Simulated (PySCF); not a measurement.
## Cr¹¹⁺: fine-structure interval

Cr¹¹⁺ [Ne] 3s2 3p1 [3p1/2^1, M_J = 1/2] → Cr¹¹⁺ [Ne] 3s2 3p1 [3p3/2^1, M_J = 3/2], as a difference of total energies. All numbers are calculated (PySCF 2.14, the two-component X2C-1e Hamiltonian, in an uncontracted even-tempered set (19 s from 0.76 bohr⁻², ratio 2.4; 13 p from 0.98 bohr⁻², ratio 2.4; 5 d from 4.2 bohr⁻², ratio 2.6; 4 f from 6.3 bohr⁻², ratio 2.6)). Correlated levels: 1s2 frozen; the 50 highest virtual spinors dropped. "Screened" scales the spin-orbit matrix elements by Boettger's factors to mimic the two-electron term; Breit and QED terms are absent.

```
                    method  fine-structure interval (cm⁻¹)
 GHF (screened spin-orbit)                           14131
GMP2 (screened spin-orbit)                           12903
     GHF (bare spin-orbit)                           15321
```
